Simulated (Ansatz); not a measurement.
Single points on RuO4(NH3) (RuNO₄H₃).

```yaml
crystal:
  periodic: [false, false, false]
  atoms:
    - {symbol: Ru, position_ang: [-0.000166, 0.002007, 1.188246]}
    - {symbol: O, position_ang: [-0.001026, 0.004772, 2.887904]}
    - {symbol: N, position_ang: [0.000744, -0.002284, -1.333567]}
    - {symbol: H, position_ang: [0.513246, -0.812120, -1.706329]}
    - {symbol: H, position_ang: [0.444550, 0.846067, -1.708766]}
    - {symbol: H, position_ang: [-0.957137, -0.042523, -1.705344]}
    - {symbol: O, position_ang: [1.660278, 0.013951, 0.793398]}
    - {symbol: O, position_ang: [-0.841130, 1.432863, 0.789882]}
    - {symbol: O, position_ang: [-0.819349, -1.442723, 0.794586]}
basis:
  gaussian: {orbitals: def2-TZVP, initial_orbitals: start.molden}
hamiltonian: {xc: pbe0, dispersion: d4}
scf: {omitted_lower_state_checks: [starts]}
output: {forces: true, orbitals: {seedname: orbitals}}
```

The file start.molden holds the orbitals of an earlier run on this structure, at another level or in another basis.

```sh
$ ansatz run in.yaml --threads 4 --pin off --events-out ev --progress --plain --max-ram 4787MiB
```

Shortened log:

```
Functional definition: PBE0
1269 factors; their error is unknown
mean field evaluation 1: about -12295.4564 eV, gradient 2.0e2 eV
mean field evaluation 2: about -12300.6165 eV, gradient 5.3e0 eV
mean field evaluation 4: about -12300.7061 eV, gradient 2.8e-1 eV
mean field evaluation 8: about -12300.7062 eV, gradient 2.1e-5 eV
mean field -12300.70619817 eV, -452.0426150645 hartree, gradient 2.1e-5 eV, S^2 0.000000; 0 other end points of the search recorded, 0 dependent functions left out
reference -12300.70623290 eV, -452.0426163411 hartree; 29, 29 occupied and 184, 184 virtual orbitals, 1269 factors
Total energy: -12300.90211376 eV, -452.0498148297 hartree
Atom 0 at    -0.000166     0.002007     1.188246 Å, force    -0.000641     0.000288     0.609005 eV/Å
Atom 1 at    -0.001026     0.004772     2.887904 Å, force     0.000897    -0.002723    -1.750056 eV/Å
Atom 2 at     0.000744    -0.002284    -1.333567 Å, force    -0.001283    -0.000626    -0.703301 eV/Å
Atom 3 at     0.513246    -0.812120    -1.706329 Å, force    -0.295976     0.465949     0.247630 eV/Å
Atom 4 at     0.444550     0.846067    -1.708766 Å, force    -0.255228    -0.488728     0.248480 eV/Å
Atom 5 at    -0.957137    -0.042523    -1.705344 Å, force     0.551060     0.023978     0.244269 eV/Å
Atom 6 at     1.660278     0.013951     0.793398 Å, force    -1.657836    -0.011530     0.367625 eV/Å
Atom 7 at    -0.841130     1.432863     0.789882 Å, force     0.840024    -1.429103     0.370256 eV/Å
Atom 8 at    -0.819349    -1.442723     0.794586 Å, force     0.818983     1.442497     0.366093 eV/Å
Dipole moment:     0.000145    -0.001428    -0.857640 e Å
Checks for a lower state left out: starts
```

Hardware: 4 threads of Arm Neoverse V1 on a shared host. Wall time 4.2 s, peak host memory 0.58 GiB.

The first input with `gaussian: {orbitals: def2-SVP, initial_orbitals: start.molden}`, `hamiltonian: {xc: pbe, dispersion: d4}`, `output: {orbitals: {seedname: orbitals}}` (abridged; 1.1 s):

```
Functional definition: PBE
mean field -12292.54164906 eV, -451.7425734188 hartree, gradient 3.1e-5 eV, S^2 0.000000
Total energy: -12292.77489748 eV, -451.7511451404 hartree
Checks for a lower state left out: starts
```

First input, but with `hamiltonian: {xc: r2scan, dispersion: d4}`, `output: {orbitals: {seedname: orbitals}}` (abridged; 4.2 s):

```
Functional definition: r2SCAN
mean field -12310.11096184 eV, -452.3882337545 hartree, gradient 2.3e-5 eV, S^2 0.000000
Total energy: -12310.16622087 eV, -452.3902644867 hartree
Checks for a lower state left out: starts
```

As the first input, with `gaussian: {orbitals: def2-SVP, initial_orbitals: start.molden}`, `correlation: {method: ccsd_t}`, `output: {orbitals: {seedname: orbitals}}` and without the key `hamiltonian` (abridged; 40 s):

```
Functional definition: HF
mean field evaluation 16: about -12206.6030 eV, gradient 5.3e1 eV
mean field evaluation 32: about -12214.5391 eV, gradient 1.8e0 eV
mean field evaluation 64: about -12214.1080 eV, gradient 1.6e0 eV
mean field evaluation 96: about -12213.8550 eV, gradient 6.7e0 eV
mean field -12219.18605547 eV, -449.0468050766 hartree, gradient 3.7e-6 eV, S^2 0.000000; unrestricted orbitals would lower it
mean field evaluation 128: about -12219.2531 eV, gradient 5.7e0 eV
mean field evaluation 160: about -12219.1844 eV, gradient 1.6e-1 eV
mean field evaluation 192: about -12219.1861 eV, gradient 1.3e-5 eV
mean field evaluation 224: about -12222.4577 eV, gradient 1.2e0 eV
mean field evaluation 256: about -12220.1476 eV, gradient 3.8e0 eV
mean field evaluation 288: about -12223.2944 eV, gradient 6.7e-2 eV
mean field evaluation 320: about -12217.5471 eV, gradient 5.7e0 eV
mean field evaluation 352: about -12219.1861 eV, gradient 4.3e-4 eV
[...]
second order -49.48139691 eV of doubles, -0.00000000 eV of singles
cycle   1  -33.72251721 eV  change     1.6e1 eV  update   6.7e-1
cycle   2  -40.89493769 eV  change    -7.2e0 eV  update   6.8e-1
cycle   3  -41.81646389 eV  change   -9.2e-1 eV  update   6.4e-2
cycle   4  -41.92150281 eV  change   -1.1e-1 eV  update   3.1e-2
cycle   5  -41.91917806 eV  change    2.3e-3 eV  update   1.3e-2
cycle   6  -41.93046897 eV  change   -1.1e-2 eV  update   8.0e-3
cycle   7  -41.92449905 eV  change    6.0e-3 eV  update   3.2e-3
cycle   8  -41.91703283 eV  change    7.5e-3 eV  update   2.0e-3
cycle   9  -41.91368348 eV  change    3.3e-3 eV  update   8.6e-4
cycle  10  -41.91517529 eV  change   -1.5e-3 eV  update   4.8e-4
cycle  11  -41.91595643 eV  change   -7.8e-4 eV  update   2.9e-4
cycle  12  -41.91553246 eV  change    4.2e-4 eV  update   1.5e-4
cycle  13  -41.91569763 eV  change   -1.7e-4 eV  update   1.1e-4
cycle  14  -41.91581215 eV  change   -1.1e-4 eV  update   5.0e-5
cycle  15  -41.91573500 eV  change    7.7e-5 eV  update   3.0e-5
cycle  16  -41.91571285 eV  change    2.2e-5 eV  update   1.7e-5
perturbative correction -3.67095921 eV, -0.1349052626 hartree
Total energy: -12264.77272752 eV, -450.7220843748 hartree
Checks for a lower state left out: starts
```

The first input with `correlation: {method: mp2}`, `output: {orbitals: {seedname: orbitals}}` and without the key `hamiltonian` (abridged; 15 s):

```
Functional definition: HF
mean field -12232.60150545 eV, -449.5398137701 hartree, gradient 2.2e-6 eV, S^2 0.000000; unrestricted orbitals would lower it
mean field evaluation 16: about -12232.5709 eV, gradient 7.2e0 eV
unrestricted determinant -12236.16723296 eV, -449.6708518394 hartree, S^2 1.9457
5 core orbitals not correlated: weight in the atoms' cores, before any rotation towards them, 1.000 or more for the frozen orbitals, at most 0.000 for the correlated occupied ones
second order -58.42233158 eV of doubles, -0.00000000 eV of singles
Total energy: -12291.02383703 eV, -451.6867948557 hartree
Checks for a lower state left out: starts
```

As the first input, with `gaussian: {orbitals: def2-TZVPD, initial_orbitals: start.molden}`, `hamiltonian: {xc: {name: BHLYP}, dispersion: d4}`, `output: {orbitals: {seedname: orbitals}}` (abridged; 6 s):

```
Functional definition: BHLYP
mean field -12300.12999649 eV, -452.0214400434 hartree, gradient 2.5e-5 eV, S^2 0.000000
Total energy: -12300.42017535 eV, -452.0321039198 hartree
Checks for a lower state left out: starts
```

First input, but with `gaussian: {orbitals: STO-3G}`, `hamiltonian: {xc: hf}`, `output: {orbitals: {seedname: orbitals}}` (abridged; 0.45 s):

```
Functional definition: HF
mean field -129208.90136181 eV, -4748.3395441075 hartree, gradient 2.2e-5 eV, S^2 0.000000
Total energy: -129208.90136181 eV, -4748.3395441075 hartree
Checks for a lower state left out: starts
```

Geometry: PBE-D4/def2-SVP.

In the def2 sets Ru takes a core potential, while STO-3G treats all electrons; there is no spin–orbit coupling. Correlated methods freeze 5 core orbitals; core or outer-core shells of Ru are correlated, in sets that lack core-valence functions. The restricted singlet is unstable towards broken spin symmetry at other levels; at PBE0-D4/def2-TZVP, PBE-D4/def2-SVP, r2SCAN-D4/def2-TZVP, BHLYP-D4/def2-TZVPD this wasn't settled. At CCSD(T)/def2-SVP, MP2/def2-TZVP the restricted singlet (for correlated methods, its reference) is unstable: a solution with broken spin symmetry lies lower. The restricted singlet is unstable towards broken spin symmetry in Hartree–Fock (as tested in another run); at HF/STO-3G this wasn't settled.
